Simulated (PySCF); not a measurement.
C3H9Ga, SMILES `[Ga]([CH3])([CH3])[CH3]`, neutral singlet in the gas phase. 

Z-matrix (Å, degrees):
```
Ga
C 1 1.9888
H 2 1.0908 1 111.88
H 2 1.0910 3 109.07 1 124.13
H 2 1.0945 3 107.40 4 115.97
C 1 1.9891 2 120.17 3 -28.56
H 6 1.0906 1 111.98 2 26.06
H 6 1.0911 7 109.05 1 -124.03
H 6 1.0945 7 107.49 8 -115.91
C 1 1.9892 2 120.07 3 154.15
H 10 1.0906 1 111.99 2 -26.03
H 10 1.0911 11 109.04 1 124.02
H 10 1.0944 11 107.49 12 115.91
```
Charge 0, multiplicity 1.

All levels are single points at this geometry (B3LYP-D3(BJ)/def2-TZVP); Pople sets use spherical d functions. Orbital energies aren't observables, and empty levels follow the basis.

PBE/6-31G* in PySCF gives gap (eV) = 4.74.

### Question
Estimate the gap (eV) from each of these levels: B3LYP-D3(BJ)/def2-TZVP in PySCF; B3LYP/3-21G in PySCF; B3LYP/6-311+G** (LANL2DZ on Ga) in PySCF; BP86/6-31G* in PySCF; HF/STO-3G in PySCF.

### Answer

| level | gap (eV) |
|---|---|
| B3LYP-D3(BJ)/def2-TZVP in PySCF | 6.33 |
| B3LYP/3-21G in PySCF | 6.33 |
| B3LYP/6-311+G** (LANL2DZ on Ga) in PySCF | 6.51 |
| BP86/6-31G* in PySCF | 4.75 |
| HF/STO-3G in PySCF | 12.06 |
